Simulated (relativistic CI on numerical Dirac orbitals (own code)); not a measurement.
## Electric-dipole lines of Pm LVI

Calculated at this level of theory: Dirac-Coulomb-Breit CI, separate exchange-only KLI orbitals for each configuration, QED by a radiative potential, unscaled Slater integrals (own radial code, finite nucleus).

CI space (outside the closed core 1s2): 2s²2p², 2s2p³, 2p⁴, 2p³3s, 2p³3p, 2p³3d, 2s²2p3s, 2s²2p3p, 2s²2p3d, 2s2p²3s, 2s2p²3p, 2s2p²3d, 2s²2p4s, 2s²2p4p, 2s²2p4d, 2s²2p4f. Levels of other configurations are missing.

| λ vac (nm) | Lower | Upper | A (s⁻¹) | gf | Branching (%) |
| --- | --- | --- | --- | --- | --- |
| 0.17326 | 2s2p³ ³P°2 [4] | 2p³3p ³D3 [121] | 1.75e+14 | 5.50e-01 | 97.1 |
| 0.17446 | 2s²2p² ¹D2 [3] | 2s2p²3p ³D°3 [80] | 1.52e+14 | 4.87e-01 | 94.5 |
| 0.17690 | 2s²2p² ³P1 [2] | 2s²2p3d ³P°1 [66] | 3.80e+14 | 5.34e-01 | 60.0 |
| 0.17714 | 2s²2p² ³P1 [2] | 2s²2p3d ³D°2 [64] | 2.07e+14 | 4.87e-01 | 52.3 |
| 0.17740 | 2s2p³ ⁵S°2 [8] | 2s2p²3d ⁵D3 [156] | 2.97e+14 | 9.80e-01 | 37.7 |
| 0.17744 | 2s²2p² ¹D2 [3] | 2s²2p3d ³F°3 [65] | 5.73e+14 | 1.89e+00 | 99.8 |
| 0.17753 | 2s2p³ ⁵S°2 [8] | 2s2p²3d ³D2 [154] | 6.16e+14 | 1.46e+00 | 69.8 |
| 0.17758 | 2s²2p² ³P0 [1] | 2s²2p3d ³D°1 [32] | 7.18e+14 | 1.02e+00 | 85.2 |
| 0.17759 | 2s2p³ ⁵S°2 [8] | 2p³3p ⁵P1 [153] | 7.74e+14 | 1.10e+00 | 88.0 |
| 0.17785 | 2s2p³ ¹D°2 [12] | 2s2p²3d ³F3 [178] | 5.35e+14 | 1.78e+00 | 89.6 |
| 0.17786 | 2s2p³ ³P°1 [13] | 2s2p²3d ³D2 [179] | 4.90e+14 | 1.16e+00 | 65.3 |
| 0.17796 | 2s²2p² ¹D2 [3] | 2s2p²3p ³F°2 [63] | 2.28e+14 | 5.40e-01 | 62.4 |
| 0.17815 | 2s2p³ ³D°1 [5] | 2s2p²3d ¹D2 [112] | 5.70e+14 | 1.36e+00 | 79.0 |
| 0.17821 | 2s2p³ ³P°2 [4] | 2s2p²3d ⁵P1 [94] | 1.03e+15 | 1.48e+00 | 92.2 |
| 0.17823 | 2s2p³ ³D°3 [9] | 2s2p²3d ³F4 [157] | 6.66e+14 | 2.85e+00 | 99.7 |
| 0.17825 | 2s2p³ ³P°2 [4] | 2s2p²3d ³D2 [92] | 8.48e+14 | 2.02e+00 | 85.5 |
| 0.17832 | 2s2p³ ³P°2 [4] | 2s2p²3d ³F3 [91] | 5.90e+14 | 1.97e+00 | 91.5 |
| 0.17842 | 2s2p³ ³D°3 [9] | 2s2p²3d ⁵D3 [156] | 4.73e+14 | 1.58e+00 | 60.2 |
| 0.17913 | 2s²2p² ³P0 [1] | 2s2p²3p ³P°1 [29] | 3.24e+14 | 4.68e-01 | 99.4 |
| 0.17924 | 2s2p³ ³P°2 [4] | 2s2p²3d ⁵F3 [85] | 1.94e+14 | 6.56e-01 | 88.6 |
| 0.17934 | 2s2p³ ³D°1 [5] | 2p³3p ³D2 [100] | 2.88e+14 | 6.94e-01 | 87.3 |
| 0.17944 | 2s²2p² ¹D2 [3] | 2s2p²3p ³D°3 [56] | 2.48e+14 | 8.40e-01 | 99.7 |
| 0.19195 | 2s2p³ ³D°3 [9] | 2s2p²3d ³F4 [116] | 2.24e+14 | 1.11e+00 | 98.4 |
| 0.19196 | 2s2p³ ³P°2 [16] | 2s2p²3d ³D3 [185] | 8.12e+14 | 3.14e+00 | 97.7 |
| 0.19235 | 2s²2p² ³P2 [6] | 2s²2p3d ³D°3 [71] | 1.02e+15 | 3.98e+00 | 96.9 |
| 0.19262 | 2s²2p² ³P1 [2] | 2s²2p3d ³P°2 [33] | 6.23e+14 | 1.73e+00 | 89.3 |
| 0.19277 | 2s²2p² ³P2 [6] | 2s²2p3d ³P°2 [70] | 5.34e+14 | 1.49e+00 | 98.4 |
| 0.19303 | 2s²2p² ¹D2 [3] | 2s²2p3d ³F°3 [34] | 6.59e+14 | 2.58e+00 | 100.0 |
| 0.19312 | 2s2p³ ⁵S°2 [8] | 2s2p²3d ³F3 [99] | 8.81e+14 | 3.45e+00 | 88.3 |
| 0.19326 | 2s2p³ ¹P°1 [17] | 2s2p²3d ¹D2 [188] | 1.21e+15 | 3.40e+00 | 93.6 |
| 0.19328 | 2s2p³ ³D°3 [9] | 2s2p²3d ³F4 [108] | 8.81e+14 | 4.44e+00 | 99.8 |
| 0.19332 | 2s2p³ ³P°2 [4] | 2s2p²3d ³D3 [39] | 6.59e+14 | 2.59e+00 | 100.0 |
| 0.19339 | 2s2p³ ⁵S°2 [8] | 2s2p²3d ³F2 [98] | 3.89e+14 | 1.09e+00 | 80.8 |
| 0.19342 | 2s2p³ ³D°3 [9] | 2s2p²3d ³D3 [106] | 4.93e+14 | 1.93e+00 | 75.3 |
| 0.19351 | 2s²2p² ¹S0 [7] | 2s²2p3d ¹P°1 [73] | 6.28e+14 | 1.06e+00 | 88.1 |
| 0.19352 | 2s2p³ ³S°1 [11] | 2s2p²3d ³P2 [117] | 8.10e+14 | 2.27e+00 | 78.6 |
| 0.19368 | 2s2p³ ¹P°1 [17] | 2s2p²3d ³P1 [187] | 8.22e+14 | 1.39e+00 | 97.8 |
| 0.19380 | 2s2p³ ¹D°2 [12] | 2s2p²3d ¹F3 [119] | 9.59e+14 | 3.78e+00 | 99.3 |
| 0.19382 | 2s2p³ ³P°1 [13] | 2s2p²3d ³D2 [120] | 4.01e+14 | 1.13e+00 | 58.5 |
| 0.19387 | 2s2p³ ³P°2 [16] | 2s2p²3d ³P2 [175] | 6.13e+14 | 1.73e+00 | 81.5 |
| 0.19406 | 2s2p³ ³P°2 [16] | 2s2p²3d ³D3 [173] | 5.61e+14 | 2.22e+00 | 91.6 |
| 0.19437 | 2p⁴ ³P2 [14] | 2p³3d ³D°3 [133] | 1.08e+15 | 4.27e+00 | 99.6 |
| 0.19481 | 2p⁴ ³P2 [14] | 2p³3d ³D°2 [132] | 4.84e+14 | 1.38e+00 | 99.1 |
| 0.19497 | 2s2p³ ³D°1 [5] | 2s2p²3d ³F2 [40] | 5.96e+14 | 1.70e+00 | 93.5 |
| 0.19566 | 2p⁴ ¹S0 [15] | 2p³3d ³D°1 [134] | 6.66e+14 | 1.15e+00 | 91.8 |

Terms are leading LS components. Brackets give the number of a level in order of energy, since labels repeat. The list gives strong lines, with weight on those to low levels, without lines whose two gauges differ by over a factor of 2.5, among the lowest 200 of 274 levels, so that lines to higher ones, which can be the strongest, are missing. Levels whose partners in the same complex of configurations lie outside the list can be far off, and so can their lines. Rates are taken at the computed energies, electric ones in the length gauge.

At this charge energies of transitions that change n are usually good to better than 1 %, and those within a shell (Δn = 0) to a few per cent.

(1) From the table, what is the radiative lifetime of 2s2p²3d ⁵D3?

## Answers

(1) The listed rates from this level add up to about 7.70e+14 s⁻¹, 98 % of its decay; with all channels τ = 1.27e-15 s.

LS names give the leading component of a level, which can be under half, so a name can repeat, a term be missing and a line seem to break the LS rules.
